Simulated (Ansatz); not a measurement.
Abridged output of a molecular run in Ansatz:

```
Functional definition: HF
1453 factors; integrals over basis functions are off by at most 1.0e-3 eV
mean field evaluation 1: about -130715.9419 eV, gradient 4.5e1 eV
mean field evaluation 2: about -130715.9845 eV, gradient 4.5e1 eV
mean field evaluation 4: about -130720.0270 eV, gradient 3.1e0 eV
mean field evaluation 8: about -130720.0641 eV, gradient 3.2e-1 eV
mean field -130720.06440228 eV, -4803.8737615416 hartree, gradient 1.1e-6 eV, S^2 0.000000; 0 other end points of the search recorded, 0 dependent functions left out
32 core orbitals not correlated: weight in the atoms' cores, before any rotation towards them, 1.000 or more for the frozen orbitals, at most 0.000 for the correlated occupied ones
reference -130720.06440228 eV, -4803.8737615416 hartree; 25, 25 occupied and 95, 95 virtual orbitals, 1453 factors
second order -32.77396009 eV of doubles, -0.00000000 eV of singles
cycle   1  -32.18971097 eV  change    5.8e-1 eV  update   1.3e-1
cycle   2  -32.91007034 eV  change   -7.2e-1 eV  update   4.1e-2
cycle   3  -33.06517650 eV  change   -1.6e-1 eV  update   1.9e-2
cycle   4  -33.06174032 eV  change    3.4e-3 eV  update   4.8e-3
cycle   5  -33.05471234 eV  change    7.0e-3 eV  update   2.0e-3
cycle   6  -33.05478903 eV  change   -7.7e-5 eV  update   5.8e-4
cycle   7  -33.05470327 eV  change    8.6e-5 eV  update   2.2e-4
cycle   8  -33.05459993 eV  change    1.0e-4 eV  update   6.5e-5
cycle   9  -33.05461170 eV  change   -1.2e-5 eV  update   2.2e-5
perturbative correction -0.74800808 eV, -0.0274887900 hartree
Total energy: -130753.86702206 eV, -4805.1159849064 hartree
```

Its atoms:

Cartesian coordinates in Å:
```
C 0.031 -0.002 -2.467
Zn -0.223 -0.741 -0.699
Se -0.565 -1.760 1.365
Si 0.008 0.123 2.366
F 1.263 -0.026 3.307
F -1.139 0.730 3.261
F 0.379 1.240 1.294
H 0.649 0.895 -2.403
H 0.528 -0.725 -3.117
H -0.930 0.265 -2.909
```

Problem. Which basis set was used?
A. cc-pV(T+d)Z
B. def2-SVP
C. def2-TZVPP
D. cc-pV(Q+d)Z

Solution. B. It gives 152 functions.

Problem. Write the keys of the input that set method, charge and spin (a neutral closed shell needs none for the last two).

Solution. 
```yaml
correlation: {method: ccsd_t, frozen_orbitals: {C: 1, F: 1, H: 0, Se: 14, Si: 5, Zn: 9}}
```
